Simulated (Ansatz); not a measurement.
Molecule: sum formula PNH, charge 1, multiplicity 1. It need not be the lowest isomer of its formula. SMILES: [NH+]#P
Geometry: optimised at B3LYP-D3(BJ)/def2-TZVP (Ansatz, a program for electronic structure).

Computed values are from Ansatz. Valence correlation only, unless marked. Open shells are spin-unrestricted. No spin-orbit coupling. No relativistic terms. CBS(X,Y): correlation extrapolated as X^-3; Hartree-Fock from the larger set (for Q and 5 zeta extrapolated as (X+1)exp(-9√X)).

The Hartree-Fock reference is unstable (checked in the largest basis), which strains HF and MP2. 

Problem. What is the T1 diagnostic at CCSD/cc-pV(5+d)Z?

Solution. 0.019.

Problem. What is the total energy at CCSD(T)/CBS(cc-pV(Q+d)Z,cc-pV(5+d)Z)?

Solution. -395.9051 Eh.

Problem. What is the vertical ionisation energy (to the doublet) at CCSD(T)/CBS(aug-cc-pV(T+d)Z,aug-cc-pV(Q+d)Z)?

Solution. 20.76 eV.

Problem. What is the vertical electron affinity (to the doublet; negative means unbound) at CCSD(T)/CBS(aug-cc-pV(T+d)Z,aug-cc-pV(Q+d)Z)?

Solution. 6.88 eV.
